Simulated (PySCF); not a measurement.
**SMILES C[NH+](C)[InH3-], C₂H₁₀InN: coupling constants with relativity**

Cartesian coordinates in Å; atom numbers follow the order of the lines, from 1:
```xyz
14

C    -3.027    1.093   -1.758
N    -2.741    0.052   -0.778
C    -3.508   -1.168   -0.998
In   -0.401   -0.420   -0.697
H    -4.100    1.356   -1.790
H    -2.724    0.744   -2.756
H    -2.443    1.994   -1.524
H    -2.941    0.408    0.156
H    -3.286   -1.894   -0.203
H    -3.210   -1.616   -1.957
H    -4.597   -0.980   -1.023
H    -0.472   -1.581    0.605
H     0.121    1.208   -0.343
H    -0.288   -1.005   -2.337
```

[PySCF 2.14.0: indirect couplings; PBE0/pcJ-1 (dyall-v2z on In), no solvent, finite nuclei, PBE0-D3(BJ)/def2-SVP geometry]

Non-relativistic values:
```csv
coupling,atoms,J (Hz)
"1J(115In,15N)",In4 – N2,20.4
"1J(115In,1H)",In4 – H12/H13/H14,932.3
"2J(115In,13C)",In4 – C1/C3,0.4
"2J(115In,1H)",In4 – H8,-2.7
"3J(115In,1H)",In4 – H5/H6/H7/H9/H10/H11,4.9
```

Q: What do two-component X2C with spin–orbit coupling give?

A: 
```csv
coupling,atoms,with spin–orbit (Hz)
"1J(115In,15N)",In4 – N2,35.9
"1J(115In,1H)",In4 – H12/H13/H14,1266.2
"2J(115In,13C)",In4 – C1/C3,1.0
"2J(115In,1H)",In4 – H8,-0.8
"3J(115In,1H)",In4 – H5/H6/H7/H9/H10/H11,6.1
```

The largest listed coupling, 1J(115In,1H), ends at 1.36 times its non-relativistic value. Equivalent partners are averaged, as under fast rotation. In the static structure 3J(115In,1H) spreads over 12.5, 4.1, 1.6, 1.4, 4.3, 12.5 Hz. Couplings to strongly quadrupolar nuclei (115In) are seldom resolved in solution.
